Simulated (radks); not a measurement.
Coulomb parameter of the 5d shell of the iridium ion Ir+ in the model configuration [Xe] 4f14 5d7 6s1, as a second difference U = [E(n + 0.5) + E(n - 0.5) - 2 E(n)] / (0.5)^2 with all orbitals relaxed. "Bare": the charge of the atom changes with n. "Screened": the 6s shell takes up the change at fixed total charge, which measures U(5d,5d) + U(6s,6s) - 2 U(5d,6s). All-electron calculation, scalar-relativistic Kohn-Sham, r2SCAN, spin-unpolarised, spherical densities, finite nucleus; meta-GGA in the generalised Kohn-Sham scheme; Fermi nuclear charge, rms radius 5.4032 fm. Program: a radial shooting solver on a logarithmic mesh with Libxc functionals.

| case | configuration | E - E(n) (eV) |
|---|---|---|
| start | [Xe] 4f14 5d7 6s1 | 0.000 |
| bare +0.5 | [Xe] 4f14 5d7.5 6s1 | -6.423 |
| bare -0.5 | [Xe] 4f14 5d6.5 6s1 | 9.132 |
| screened +0.5 | [Xe] 4f14 5d7.5 6s0.5 | -0.904 |
| screened -0.5 | [Xe] 4f14 5d6.5 6s1.5 | 1.123 |

U(bare) = 10.834 eV, U(screened by 6s) = 0.874 eV, against the Slater integral F0(5d,5d) = 14.883 eV with frozen orbitals.
